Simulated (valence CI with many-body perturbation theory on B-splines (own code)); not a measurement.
**E1 line list for In XXXV**

Calculated by valence CI with perturbative core correlation (CI+MBPT): five valence electrons over a frozen Dirac-Fock core [Ne], a basis of 9 s, 9 p, 8 d, 6 f, 3 g, 1 h functions for each j, with the one-electron correlation potential Σ1, the two-electron term Σ2, the three-electron term Σ3, Breit, model QED; selected CI, second order for the rest (own B-spline code, finite nucleus).

No measured spectrum was set against this ion. As an estimate, large intervals hold to a few tenths of a per cent, small ones and those within an open d or f shell to about a per cent. Among the levels kept, up to 580 cm⁻¹ of a level comes from second order outside the variational space, and about a tenth of that is noise between levels of different J, which matters for small intervals.

Lines 1 to 50 of 206 in falling wavelength, among levels below 2319500 cm⁻¹, chosen from the strongest by gf and those to the six lowest levels. Wavelengths and rates use the calculated energies. Electric multipoles are in the length gauge, E1 and E2 with the static RPA response of the core. Weak lines are less certain than strong ones. Lines between different terms over intervals too small for the method are left out, as are lines whose strength nearly cancels. The highest levels of a list are the least certain.

Levels are named by their leading jj configuration (3d3/2^4 stands for four electrons in 3d with j = 3/2), which in mixed levels can hold well under half, so a name can repeat and another be missing. Letters in brackets count levels of one name in rising energy.

```
λ vac (nm)                               Upper                               Lower   A (s⁻¹)  log gf  Branch %
     43.78          (3s 3p1/2^2 3p3/2^2) J=5/2                (3s^2 3p3/2^3) J=3/2  8.52e+05   -3.83       0.0
     42.79          (3s^2 3p1/2^2 3d3/2) J=3/2                (3s^2 3p3/2^3) J=3/2  1.75e+06   -3.72       0.2
     28.30      (3s 3p1/2^2 3p3/2 3d5/2) J=5/2          (3s^2 3p3/2^2 3d5/2) J=7/2  2.81e+07   -2.69       0.1
     25.35          (3s 3p1/2^2 3p3/2^2) J=1/2                (3s^2 3p3/2^3) J=3/2  5.14e+07   -3.00       0.1
     24.41          (3s^2 3p1/2^2 3d5/2) J=5/2                (3s^2 3p3/2^3) J=3/2  9.31e+05   -4.30       0.0
     24.26          (3s 3p1/2^2 3p3/2^2) J=3/2                (3s^2 3p3/2^3) J=3/2  9.95e+07   -2.45       0.1
     22.14      (3s 3p1/2^2 3p3/2 3d3/2) J=5/2  (3s^2 3p1/2 3p3/2 3d3/2) J=5/2 [b]  5.51e+07   -2.61       0.6
     21.97  (3s 3p1/2^2 3p3/2 3d3/2) J=3/2 [a]  (3s^2 3p1/2 3p3/2 3d3/2) J=1/2 [b]  1.02e+08   -2.53       0.9
     21.81  (3s 3p1/2^2 3p3/2 3d3/2) J=3/2 [a]  (3s^2 3p1/2 3p3/2 3d3/2) J=5/2 [b]  8.29e+07   -2.63       0.7
     21.41      (3s 3p1/2^2 3p3/2 3d3/2) J=7/2  (3s^2 3p1/2 3p3/2 3d5/2) J=7/2 [b]  3.90e+07   -2.67       0.7
     21.18      (3s 3p1/2^2 3p3/2 3d3/2) J=7/2  (3s^2 3p1/2 3p3/2 3d3/2) J=5/2 [b]  1.36e+08   -2.14       2.4
     20.61      (3s 3p1/2^2 3p3/2 3d3/2) J=5/2  (3s^2 3p1/2 3p3/2 3d3/2) J=3/2 [b]  3.88e+08   -1.83       4.5
     20.60  (3s 3p1/2^2 3p3/2 3d3/2) J=3/2 [b]  (3s^2 3p1/2 3p3/2 3d5/2) J=5/2 [c]  7.26e+07   -2.73       0.2
     19.31      (3s 3p1/2^2 3p3/2 3d5/2) J=5/2        (3s 3p1/2 3p3/2^3) J=3/2 [b]  4.75e+07   -2.80       0.1
     19.30  (3s 3p1/2^2 3p3/2 3d3/2) J=3/2 [a]  (3s^2 3p1/2 3p3/2 3d5/2) J=3/2 [a]  9.52e+07   -2.67       0.9
     19.14      (3s 3p1/2^2 3p3/2 3d5/2) J=3/2        (3s 3p1/2 3p3/2^3) J=3/2 [b]  2.45e+08   -2.27       0.6
     18.83      (3s 3p1/2^2 3p3/2 3d3/2) J=1/2            (3s 3p1/2 3p3/2^3) J=1/2  3.00e+08   -2.50       4.5
     18.49      (3s 3p1/2^2 3p3/2 3d5/2) J=5/2  (3s^2 3p1/2 3p3/2 3d5/2) J=5/2 [c]  6.49e+07   -2.70       0.2
     18.22      (3s 3p1/2^2 3p3/2 3d3/2) J=7/2  (3s^2 3p1/2 3p3/2 3d5/2) J=5/2 [b]  9.42e+08   -1.43      16.9
     18.21      (3s 3p1/2^2 3p3/2 3d5/2) J=5/2  (3s^2 3p1/2 3p3/2 3d5/2) J=3/2 [b]  1.84e+08   -2.26       0.5
     18.08  (3s 3p1/2^2 3p3/2 3d3/2) J=3/2 [b]  (3s^2 3p1/2 3p3/2 3d3/2) J=1/2 [b]  1.31e+08   -2.59       0.4
     18.05      (3s 3p1/2^2 3p3/2 3d5/2) J=3/2  (3s^2 3p1/2 3p3/2 3d5/2) J=3/2 [b]  3.26e+08   -2.20       0.8
     17.97  (3s 3p1/2^2 3p3/2 3d3/2) J=3/2 [b]  (3s^2 3p1/2 3p3/2 3d3/2) J=5/2 [b]  1.09e+08   -2.68       0.3
     17.42      (3s 3p1/2^2 3p3/2 3d3/2) J=7/2      (3s^2 3p1/2 3p3/2 3d5/2) J=9/2  7.94e+07   -2.54       1.4
     17.04  (3s^2 3p1/2 3p3/2 3d3/2) J=3/2 [a]                (3s^2 3p3/2^3) J=3/2  4.48e+07   -3.11       0.4
     17.01          (3s^2 3p1/2^2 3d3/2) J=3/2          (3s^2 3p1/2 3p3/2^2) J=1/2  1.38e+05   -5.62       0.0
     16.98  (3s^2 3p1/2 3p3/2 3d3/2) J=5/2 [a]                (3s^2 3p3/2^3) J=3/2  7.73e+07   -2.70       6.7
     16.95  (3s 3p1/2^2 3p3/2 3d3/2) J=3/2 [b]  (3s^2 3p1/2 3p3/2 3d3/2) J=3/2 [b]  6.69e+08   -1.94       1.8
     16.77  (3s^2 3p1/2 3p3/2 3d3/2) J=1/2 [a]                (3s^2 3p3/2^3) J=3/2  9.66e+07   -3.09       2.2
     16.55        (3s 3p1/2 3p3/2^3) J=3/2 [a]                (3s^2 3p3/2^3) J=3/2  2.25e+08   -2.43       2.6
     16.34      (3s 3p1/2^2 3p3/2 3d5/2) J=5/2  (3s^2 3p1/2 3p3/2 3d3/2) J=5/2 [b]  4.10e+08   -2.01       1.1
     15.80  (3s 3p1/2^2 3p3/2 3d3/2) J=3/2 [b]  (3s^2 3p1/2 3p3/2 3d5/2) J=5/2 [b]  6.36e+08   -2.02       1.7
     15.57      (3s 3p1/2^2 3p3/2 3d5/2) J=9/2      (3s^2 3p1/2 3p3/2 3d5/2) J=9/2  1.84e+09   -1.17      29.2
     15.38      (3s 3p1/2^2 3p3/2 3d5/2) J=3/2  (3s^2 3p1/2 3p3/2 3d3/2) J=3/2 [b]  5.35e+08   -2.12       1.2
     15.32      (3s 3p1/2^2 3p3/2 3d3/2) J=5/2      (3s^2 3p1/2 3p3/2 3d3/2) J=7/2  5.54e+08   -1.93       6.4
     15.30          (3s 3p1/2^2 3p3/2^2) J=5/2          (3s^2 3p1/2 3p3/2^2) J=5/2  1.63e+09   -1.46      22.1
     15.17          (3s^2 3p1/2^2 3d3/2) J=3/2          (3s^2 3p1/2 3p3/2^2) J=5/2  7.04e+08   -2.01      83.7
     15.06  (3s^2 3p1/2 3p3/2 3d5/2) J=5/2 [a]                (3s^2 3p3/2^3) J=3/2  1.45e+09   -1.53      31.2
     14.89      (3s 3p1/2^2 3p3/2 3d5/2) J=5/2  (3s^2 3p1/2 3p3/2 3d5/2) J=3/2 [a]  8.53e+08   -1.77       2.4
     14.85      (3s 3p1/2^2 3p3/2 3d3/2) J=7/2      (3s^2 3p1/2 3p3/2 3d3/2) J=7/2  2.12e+09   -1.25      37.9
     14.78      (3s 3p1/2^2 3p3/2 3d5/2) J=3/2  (3s^2 3p1/2 3p3/2 3d5/2) J=3/2 [a]  7.46e+08   -2.01       1.7
     14.53      (3s 3p1/2^2 3p3/2 3d5/2) J=3/2            (3s 3p1/2 3p3/2^3) J=1/2  1.09e+09   -1.86       2.5
     14.53      (3s 3p1/2^2 3p3/2 3d5/2) J=5/2  (3s^2 3p1/2 3p3/2 3d5/2) J=5/2 [b]  4.09e+08   -2.11       1.1
     14.49      (3s 3p1/2^2 3p3/2 3d3/2) J=5/2        (3s 3p1/2 3p3/2^3) J=3/2 [a]  9.08e+07   -2.77       1.0
     14.35  (3s 3p1/2^2 3p3/2 3d3/2) J=3/2 [a]        (3s 3p1/2 3p3/2^3) J=3/2 [a]  3.63e+08   -2.35       3.3
     14.32      (3s 3p1/2^2 3p3/2 3d3/2) J=1/2        (3s 3p1/2 3p3/2^3) J=3/2 [a]  3.39e+08   -2.68       5.1
     14.29      (3s 3p1/2^2 3p3/2 3d5/2) J=9/2  (3s^2 3p1/2 3p3/2 3d5/2) J=7/2 [a]  4.37e+09   -0.87      69.3
     14.18  (3s 3p1/2^2 3p3/2 3d3/2) J=3/2 [a]  (3s^2 3p1/2 3p3/2 3d3/2) J=1/2 [a]  7.31e+08   -2.05       6.6
     14.17      (3s 3p1/2^2 3p3/2 3d3/2) J=5/2  (3s^2 3p1/2 3p3/2 3d3/2) J=5/2 [a]  2.38e+09   -1.37      27.4
     14.16      (3s 3p1/2^2 3p3/2 3d3/2) J=1/2  (3s^2 3p1/2 3p3/2 3d3/2) J=1/2 [a]  2.79e+09   -1.78      42.1
```

(1) How does gf follow from A for the line at 16.95 nm?

Results:

(1) gf = 1.4992 × (2J+1)_upper × A / σ², with σ = 589888 cm⁻¹ and 2J+1 = 4: gf = 0.0115.
